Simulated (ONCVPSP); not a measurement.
**Potentials for fluorine (F) compared**

Generated with ld1.x 7.5 (TM, RRKJ, ultrasoft, PAW), atompaw 4.2 or ONCVPSP 4.0.1. The cutoff is in Ry: for ld1.x and atompaw files where the sum of valence levels is converged to 10 mRy in a Bessel basis, for ONCV files where the hardest occupied wave has 1 mHa per electron of residual kinetic energy. The error is the largest all-electron minus pseudo excitation energy over each file’s own four to seven test configurations (ionisations up to +4, promotions, holes and added fractions of an electron), all of which were solved. The labels leave out finer settings (local radius, basis sizes, second energies), which also bear on the numbers. Spin-polarised tests are not counted. The rows are a selection from randomly drawn settings: files with unsolved tests, undetermined cutoffs or missed reference levels are left out.

A true bound ghost makes a file unfit for plane-wave use even where its test errors are small: the radial tests pick states by their node count and pass the ghost by.

```csv
potential,cutoff (Ry),largest error (meV),bound ghosts
"ONCV, PBEsol, scalar-relativistic, rc 0.60/1.05/1.00 (spd), local smoothed, core correction yes, reference 2s2 2p5, qcut 10.6/13.5/9.5, projectors 2/2/1",120,+152,none
"ONCV, PBE, scalar-relativistic, rc 0.80/1.65/1.55 (spd), local s, core correction yes, reference 2s2 2p3, qcut 10.5/8.8/7.1, projectors 0/2/2",93,+585,none
"ONCV, PBE, scalar-relativistic, rc 0.40/1.55 (sp), local smoothed, core correction no, reference 1s2 2s2 2p4, qcut 29.2/7.2, projectors 2/2",754,+1412,none
"ONCV, PBE, non-relativistic, rc 0.85/0.90/0.70 (spd), local smoothed, core correction yes, reference 2s1.5 2p5.5, qcut 7.5/9.4/13.7, projectors 2/3/2",273,+1110,p
"ONCV, PW91, non-relativistic, rc 0.60/1.05/1.15 (spd), local s, core correction no, reference 2s2 2p4.5, qcut 9.7/15.3/7.6, projectors 0/2/2",144,+33,none
```

(1) Fill in the row for F: ONCV, LDA (Perdew-Wang 92), scalar-relativistic, rc 0.54/1.24/1.20 (spd), local smoothed, core correction yes, reference 2s2 2p5, qcut 9.1/7.9/6.9, projectors 2/2/1.

(2) Fill in the row for F: ONCV, PBEsol, scalar-relativistic, rc 0.80/1.50/1.55 (spd), local smoothed, core correction yes, reference 2s2 2p3, qcut 7.2/11.5/6.2, projectors 1/2/3.

(3) Fill in the row for F: ONCV, PBE, non-relativistic, rc 0.70/1.45/1.35 (spd), local smoothed, core correction yes, reference 2s2 2p4.5, qcut 10.7/8.6/7.1, projectors 2/2/1.

Answers

(1) cutoff 175 Ry, largest error +1132 meV, bound ghosts: none.

(2) cutoff 451 Ry, largest error +318 meV, bound ghosts: none.

(3) cutoff 111 Ry, largest error +1260 meV, bound ghosts: none.
